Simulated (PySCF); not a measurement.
## UHF on Yb (ytterbium, neutral)

Configuration: [Xe] 4f14 6s1 6p1, high-spin 3P determinant (an excited configuration). Computed with PySCF 2.14 in ANO-RCC-VTZP (8s7p5d3f2g1h, 104 functions), with the spin-free X2C one-electron Hamiltonian (Gaussian nucleus).

```json
{"Total energy": "-14054.028791 hartree", "One-electron energy": "-19308.2424 hartree", "Hartree (Coulomb) energy": "5547.1409 hartree", "Exchange energy": "-292.9273 hartree", "⟨S²⟩": "2.0002", "⟨L²⟩": "2.081", "Sum of ⟨r⟩": "45.35 bohr", "Sum of ⟨r²⟩": "87.91 bohr²", "Traceless quadrupole moment −½Σ⟨3z² − r²⟩ along its main axis": "-15.3 e·bohr²", "Langevin diamagnetic susceptibility": "-69.6 ×10⁻⁶ cm³/mol"}
```

```csv
shell,electrons,mean orbital energy (eV),spread (eV),"rms radius, mean of both spins (bohr)"
1s α,1,-61632.8,0,0.0223
1s β,1,-61632.8,0,0.0223
2s α,1,-10575.1,0,0.0901
2s β,1,-10575.1,0,0.0901
2p α,3,-9338.8,0.004,0.0815
2p β,3,-9338.8,0.012,0.0815
3s α,1,-2440.9,0,0.231
3s β,1,-2440.8,0,0.231
3p α,3,-2059.5,0.007,0.232
3p β,3,-2059.4,0.025,0.232
3d α,5,-1582.5,0.016,0.212
3d β,5,-1582.4,0.019,0.212
4s α,1,-509.04,0,0.519
4s β,1,-508.97,0,0.519
4p α,3,-380.97,0.022,0.553
4p β,3,-380.94,0.062,0.553
4d α,5,-207.08,0.044,0.606
4d β,5,-207.06,0.057,0.606
5s α,1,-67.673,0,1.31
5s β,1,-67.391,0,1.31
5p α,3,-35.459,0.064,1.56
5p β,3,-35.270,0.285,1.56
4f α,7,-15.058,0.068,0.869
4f β,7,-15.040,0.081,0.869
6s α,1,-7.210,0,4.40
6p α,1,-3.943,0,5.74
```

Spin-orbit coupling, absent here, splits the open shell strongly.

Densities and radii are taken from the X2C orbitals without a picture-change correction, which distorts them close to the nucleus.

Spin-orbit constants ζ (cm⁻¹) from the X2C one-electron operator on these orbitals: bare nucleus, nucleus screened by l(l+1)(2l+1)/3 electrons, and screened by the Breit-Pauli mean field of the electrons.

```
shell     bare  screened nucleus  mean field
   2p  5371000           5218000         n/a
   3p  1152000           1119000         n/a
   3d   179700            154000         n/a
   4p   254600            247300         n/a
   4d    33580             28780         n/a
   4f     5021              3012         n/a
   5p    28480             27670         n/a
   6p     1271              1235         n/a
```

To first order the Landé constant is A = 617.3 cm⁻¹, so the lowest level has J = 0 and lies 0.153 eV below the centre of the term. This holds in LS coupling only.
